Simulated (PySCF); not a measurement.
# How methods differ on the excitation energy of Cl⁺

Cl⁺ [Ne] 3s2 3p4 (3P) → Cl⁺ [Ne] 3s2 3p3 3d1 (5D), as a difference of total energies. Calculation: PySCF 2.14, in x2c-TZVPPall with one added diffuse shell each of s, p, d type (6s6p4d1f, 51 functions); scalar relativity by spin-free X2C-1e. Correlated levels: valence: [Ne] frozen. The calculations carry no spin-orbit coupling.

```json
{"method": "UHF", "excitation energy (cm⁻¹)": "104430", "error (cm⁻¹)": "-5531"}
{"method": "MP2 (valence)", "excitation energy (cm⁻¹)": "109470", "error (cm⁻¹)": "-486"}
{"method": "SCS-MP2 (valence)", "excitation energy (cm⁻¹)": "110790", "error (cm⁻¹)": "+836"}
{"method": "CCSD (valence)", "excitation energy (cm⁻¹)": "110290", "error (cm⁻¹)": "+330"}
{"method": "CCSD(T) (valence)", "excitation energy (cm⁻¹)": "110560", "error (cm⁻¹)": "+600"}
```

Reference: 109960 cm⁻¹ (measured; NIST levels, between the centres of gravity of the two terms).

Errors of the correlated levels include the incompleteness of this basis and the frozen core.

The promoted electron is Rydberg-like, and one or two diffuse shells describe it only roughly, which tends to raise the upper state.
